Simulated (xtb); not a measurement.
xtb input (GFN2-xTB):

```bash
xtb mol.xyz --gfn 2 --sp --chrg 0 --uhf 0
```
mol.xyz:
```
3

Si    -0.87920555    -0.78195471     1.06171613
H     -1.89911641    -1.21899959     0.01694135
Br     0.40594269     0.34761045    -0.42517049
```

Output:

```
           -------------------------------------------------
          |                Calculation Setup                |
           -------------------------------------------------

           -------------------------------------------------
          |                 G F N 2 - x T B                 |
           -------------------------------------------------

        Reference                      10.1021/acs.jctc.8b01176
      * Hamiltonian:
        H0-scaling (s, p, d)           1.850000    2.230000    2.230000
        zeta-weighting                 0.500000
      * Dispersion:
        s8                             2.700000
        a1                             0.520000
        a2                             5.000000
        s9                             5.000000
      * Repulsion:
        kExp                           1.500000    1.000000
        rExp                           1.000000
      * Coulomb:
        alpha                          2.000000
        third order                    shell-resolved
        anisotropic                    true
        a3                             3.000000
        a5                             4.000000
        cn-shift                       1.200000
        cn-exp                         4.000000
        max-rad                        5.000000

          ...................................................
          :                      SETUP                      :
          :.................................................:
          :  # basis functions                  21          :
          :  # atomic orbitals                  19          :
          :  # shells                            7          :
          :  # electrons                        12          :
          :  max. iterations                   250          :
          :  Hamiltonian                  GFN2-xTB          :
          :  restarted?                      false          :
          :  GBSA solvation                  false          :
          :  PC potential                    false          :
          :  electronic temp.          300.0000000     K    :
          :  accuracy                    1.0000000          :
          :  -> integral cutoff          0.2500000E+02      :
          :  -> integral neglect         0.1000000E-07      :
          :  -> SCF convergence          0.1000000E-05 Eh   :
          :  -> wf. convergence          0.1000000E-03 e    :
          :  Broyden damping             0.4000000          :
          :  net charge                          0          :
          :  unpaired electrons                  0          :
          ...................................................

 iter      E             dE          RMSdq      gap      omega  full diag
   1     -6.3032040 -0.630320E+01  0.152E+01    2.23       0.0  T
   2     -6.3188663 -0.156623E-01  0.107E+01    2.09       1.0  T
   3     -6.3214401 -0.257383E-02  0.396E+00    2.20       1.0  T
   4     -6.3214778 -0.376570E-04  0.128E+00    2.25       1.0  T
   5     -6.3214253  0.524140E-04  0.742E-01    2.40       1.0  T
   6     -6.3218085 -0.383150E-03  0.532E-01    2.38       1.0  T
   7     -6.3221007 -0.292191E-03  0.269E-01    2.36       1.0  T
   8     -6.3221197 -0.189789E-04  0.150E-01    2.34       1.0  T
   9     -6.3221303 -0.106742E-04  0.463E-02    2.35       1.2  T
  10     -6.3221307 -0.363801E-06  0.287E-02    2.35       2.0  T
  11     -6.3221312 -0.509745E-06  0.109E-02    2.35       5.3  T
  12     -6.3221313 -0.438137E-07  0.614E-03    2.35       9.4  T
  13     -6.3221313 -0.334943E-07  0.265E-03    2.35      21.8  T
  14     -6.3221313 -0.787126E-08  0.186E-04    2.35     311.0  T
  15     -6.3221313 -0.256684E-11  0.207E-04    2.35     278.4  T

   *** convergence criteria satisfied after 15 iterations ***

         #    Occupation            Energy/Eh            Energy/eV
      -------------------------------------------------------------
         1        2.0000           -0.8262468             -22.4833
         2        2.0000           -0.6375051             -17.3474
         3        2.0000           -0.4308684             -11.7245
         4        2.0000           -0.4087430             -11.1225
         5        2.0000           -0.4079229             -11.1001
         6        2.0000           -0.3629381              -9.8760 (HOMO)
         7                         -0.2765928              -7.5265 (LUMO)
         8                         -0.2168871              -5.9018
         9                         -0.1572648              -4.2794
        10                         -0.0949700              -2.5843
        11                         -0.0707349              -1.9248
       ...                                ...                  ...
        19                          0.8081546              21.9910
      -------------------------------------------------------------
                  HL-Gap            0.0863453 Eh            2.3496 eV
             Fermi-level           -0.3197655 Eh           -8.7013 eV

 SCC (total)                   0 d,  0 h,  0 min,  0.005 sec
 SCC setup                      ...        0 min,  0.000 sec (  3.459%)
 Dispersion                     ...        0 min,  0.000 sec (  1.044%)
 classical contributions        ...        0 min,  0.000 sec (  0.613%)
 integral evaluation            ...        0 min,  0.001 sec ( 13.339%)
 iterations                     ...        0 min,  0.003 sec ( 63.331%)
 molecular gradient             ...        0 min,  0.001 sec ( 15.240%)
 printout                       ...        0 min,  0.000 sec (  2.471%)

         :::::::::::::::::::::::::::::::::::::::::::::::::::::
         ::                     SUMMARY                     ::
         :::::::::::::::::::::::::::::::::::::::::::::::::::::
         :: total energy              -6.311444437365 Eh    ::
         :: gradient norm              0.015549993477 Eh/a0 ::
         :: HOMO-LUMO gap              2.349575577573 eV    ::
         ::.................................................::
         :: SCC energy                -6.322131289387 Eh    ::
         :: -> isotropic ES            0.012150726588 Eh    ::
         :: -> anisotropic ES          0.000293163766 Eh    ::
         :: -> anisotropic XC         -0.013175195859 Eh    ::
         :: -> dispersion             -0.001522583791 Eh    ::
         :: repulsion energy           0.010686852022 Eh    ::
         :: add. restraining           0.000000000000 Eh    ::
         :: total charge               0.000000000000 e     ::
         :::::::::::::::::::::::::::::::::::::::::::::::::::::

           -------------------------------------------------
          |                Property Printout                |
           -------------------------------------------------

    * Orbital Energies and Occupations

         #    Occupation            Energy/Eh            Energy/eV
      -------------------------------------------------------------
         1        2.0000           -0.8262468             -22.4833
         2        2.0000           -0.6375051             -17.3474
         3        2.0000           -0.4308684             -11.7245
         4        2.0000           -0.4087430             -11.1225
         5        2.0000           -0.4079229             -11.1001
         6        2.0000           -0.3629381              -9.8760 (HOMO)
         7                         -0.2765928              -7.5265 (LUMO)
         8                         -0.2168871              -5.9018
         9                         -0.1572648              -4.2794
        10                         -0.0949700              -2.5843
        11                         -0.0707349              -1.9248
        12                         -0.0466420              -1.2692
Note: The following floating-point exceptions are signalling: IEEE_DENORMAL
normal termination of xtb
        13                          0.0243128               0.6616
        14                          0.0595968               1.6217
        15                          0.0600938               1.6352
        16                          0.1098122               2.9881
        17                          0.1106843               3.0119
       ...                                ...                  ...
        19                          0.8081546              21.9910
      -------------------------------------------------------------
                  HL-Gap            0.0863453 Eh            2.3496 eV
             Fermi-level           -0.3197655 Eh           -8.7013 eV

     #   Z          covCN         q      C6AA      α(0)
     1  14 Si       1.720     0.406   184.332    28.859
     2   1 H        0.895    -0.100     5.572     3.694
     3  35 Br       0.825    -0.306   193.380    22.421

 Mol. C6AA /au·bohr⁶  :        874.644263
 Mol. C8AA /au·bohr⁸  :      53595.960097
 Mol. α(0) /au        :         54.973311

Wiberg/Mayer (AO) data.
largest (>0.10) Wiberg bond orders for each atom

 ---------------------------------------------------------------------------
     #   Z sym  total        # sym  WBO       # sym  WBO       # sym  WBO
 ---------------------------------------------------------------------------
     1  14 Si   2.204 --     3 Br   1.242     2 H    0.962
     2   1 H    0.990 --     1 Si   0.962
     3  35 Br   1.270 --     1 Si   1.242
 ---------------------------------------------------------------------------

Topologies differ in total number of bonds
Writing topology from bond orders to xtbtopo.mol

molecular dipole:
                 x           y           z       tot (Debye)
 q only:       -0.551      -0.571       1.058
   full:       -1.135      -0.917       0.926       4.392
molecular quadrupole (traceless):
                xx          xy          yy          xz          yz          zz
 q only:       -1.176       0.025      -0.321      -1.730      -1.553       1.498
  q+dip:        0.014      -0.470       0.073       0.768       0.613      -0.087
   full:        0.684      -1.329       1.838      -0.348       0.891      -2.522

           -------------------------------------------------
          | TOTAL ENERGY               -6.311444437365 Eh   |
          | GRADIENT NORM               0.015549993477 Eh/α |
          | HOMO-LUMO GAP               2.349575577573 eV   |
           -------------------------------------------------

------------------------------------------------------------------------
------------------------------------------------------------------------
 total:
 SCF:
```
